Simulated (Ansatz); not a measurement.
CH7GeNO can be A, `C[NH][GeH2][OH]`, or B, `[NH2][GeH2][CH2]O`.

Computed with Ansatz on PBE0-D4/def2-TZVP structures; ΔE is electronic, products minus reactants. CCSD(T)/CBS adds triple-zeta CCSD(T) − MP2 to the extrapolated MP2 energy (def2 sets, frozen cores). DFT in def2-TZVPP. B3LYP here is the variant with VWN-RPA as its local correlation; programs differ in this. For Ge outer-core shells are correlated without core-valence functions, which leaves a few kJ/mol of doubt a bond. Scalar relativity is left out up to krypton. Each species was taken in one conformer, which may not be the lowest.

Q: Which isomer does CCSD(T)/CBS put lower? Give the gap. (An estimate is asked.)

A: Computed: A, by 70.5 kJ/mol.

Q: Give E(B) − E(A) in kJ/mol with CCSD(T)/def2-TZVPP, HF/def2-TZVPP, PBE0-D4, MP2/def2-TZVPP, PBE-D4, B3LYP, B3LYP-D4. (Estimate.)

A: The calculation gave: CCSD(T)/def2-TZVPP 71.3, HF/def2-TZVPP 89.3, PBE0-D4 63.4, MP2/def2-TZVPP 75.6, PBE-D4 59.1, B3LYP 70.2, B3LYP-D4 69.2. None reverses the order clearly.

Largest T1 diagnostic: 0.011.

From PBE to PBE0 (25 % exact exchange), in def2-TZVPP and without D4, E(B) − E(A) moves by +4.1 kJ/mol. In def2-TZVPP, CCSD(T) changes the Hartree–Fock value by −18.1 kJ/mol (the triples alone add −2.1 kJ/mol) and MP2 by −13.8 kJ/mol.
